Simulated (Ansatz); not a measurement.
W(OH)F5 (WOF₅H). Total charge 0; singlet. Geometry B3LYP-D4/def2-SVP; atoms count from 1.

```xyz
8

W    -0.278   -0.139    0.026
O     1.357    0.681   -0.126
H     2.216    1.109   -0.205
F    -1.932   -0.970    0.179
F    -1.119    1.460    0.472
F     0.437   -1.801   -0.409
F    -0.009   -0.498    1.832
F    -0.673    0.157   -1.769
```

In the def2 sets W takes a core potential; there is no spin–orbit coupling.

(1) Estimate the Mulliken populations from the PBE0/def2-TZVP orbitals of Ansatz.

(2) And the Mayer bond orders between heavy atoms (over 0.3)?

Results:

(1) 
```json
{"atom": "W1", "charge (e)": "1.74", "d electrons": "2.93"}
{"atom": "O2", "charge (e)": "-0.53", "d electrons": "–"}
{"atom": "H3", "charge (e)": "0.37", "d electrons": "–"}
{"atom": "F4", "charge (e)": "-0.31", "d electrons": "–"}
{"atom": "F5", "charge (e)": "-0.32", "d electrons": "–"}
{"atom": "F6", "charge (e)": "-0.32", "d electrons": "–"}
{"atom": "F7", "charge (e)": "-0.32", "d electrons": "–"}
{"atom": "F8", "charge (e)": "-0.32", "d electrons": "–"}
```
Mulliken values depend strongly on the basis.

(2) W1–O2 1.26 (1.83 Å); W1–F4 1.04 (1.86 Å); W1–F5 1.04 (1.86 Å); W1–F6 1.04 (1.86 Å); W1–F7 1.04 (1.86 Å); W1–F8 1.04 (1.86 Å).
